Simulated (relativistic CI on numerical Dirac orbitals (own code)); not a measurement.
Spin-allowed bands of a d8 ion in an octahedral site, by hand

Problem. Take Δ = 12100 cm⁻¹ and B = 540 cm⁻¹ for a d8 ion in an octahedral site. Calculate the three spin-allowed bands.

Working.
1. The terms of highest spin are 3F (energy 0) and 3P (15B = 8100 cm⁻¹). Here the F term splits into A2 at −1.2Δ = -14520, T2 at −0.2Δ = -2420 and T1 at +0.6Δ = 7260 cm⁻¹.
2. The two T1 states mix through the element 0.4Δ: H = [[7260, 4840], [4840, 8100]], with roots ½(H₁₁ + H₂₂) ∓ ½√[(H₂₂ − H₁₁)² + 4H₁₂²] = ½(15360) ∓ ½(9716) = 2822 and 12538 cm⁻¹.
3. The ground term is 3A2 at -14520 cm⁻¹.
4. Bands: 3T2 12100 cm⁻¹ (826 nm), 3T1(F) 17342 cm⁻¹ (577 nm), 3T1(P) 27058 cm⁻¹ (370 nm).

Check. Exact diagonalisation of the whole d8 shell with these parameters gives 3T2 12100, 3T1 17342, 3T1 27058 cm⁻¹. The match is exact, since without spin-orbit coupling no other term has this spin. The ratio of the second band to the first, 1.433, depends on Δ/B = 22.4 alone, which is how a Tanabe-Sugano diagram is read.
